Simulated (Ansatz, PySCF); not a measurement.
Barrier from R1 to the saddle point P1, each structure at its B3LYP-D3(BJ)/def2-TZVP stationary point, reached from a drawn start; harmonic modes at that level show the others as minima.
R1, CF3 (SMILES F[C](F)F) (charge 0, multiplicity 2):
```xyz
4

C     -0.00002     0.00000     0.29798
F      1.25996     0.00000    -0.09933
F     -0.63002     1.09118    -0.09933
F     -0.63002    -1.09118    -0.09933
```
P1, CF3, a first-order saddle point (one imaginary mode, 1100i cm⁻¹) (charge 0, multiplicity 2):
| atom | x (Å) | y (Å) | z (Å) |
|---|---|---|---|
| C | 0.0000 | 0.0000 | 0.0000 |
| F | 1.3155 | 0.0000 | 0.0000 |
| F | -0.6578 | 1.1393 | 0.0000 |
| F | -0.6578 | -1.1393 | 0.0000 |

P less R. No zero-point or thermal terms; open shells are unrestricted. No path was followed down from the saddle.

Correlated levels freeze the cores. CBS: X⁻³ extrapolation of the correlation energy, Hartree–Fock from the larger set.

Run with Ansatz (Gaussian basis) for Hartree–Fock, density functionals and correlated methods; PySCF for the D3/D4 terms. All values are computed, each at the level named.

The comparison value is 29.46 kcal/mol (CCSD(T)/CBS(cc-pVTZ, cc-pVQZ)). It is a level with limits of its own, not the exact answer.

Task: Order these levels by how close they come to the comparison value for the barrier height, closest first: BLYP-D3(BJ)/def2-TZVPP, revPBE-D3(BJ)/def2-TZVPP, CAM-B3LYP/def2-TZVPP, B2PLYP/def2-TZVPP, r2SCAN-D4/def2-TZVPP. Give each level's value less the comparison value.

Result: B2PLYP/def2-TZVPP (-1.65 kcal/mol), r2SCAN-D4/def2-TZVPP (-2.47 kcal/mol), CAM-B3LYP/def2-TZVPP (-3.66 kcal/mol), revPBE-D3(BJ)/def2-TZVPP (-4.41 kcal/mol), BLYP-D3(BJ)/def2-TZVPP (-4.97 kcal/mol)

Ansatz is a first-principles code.
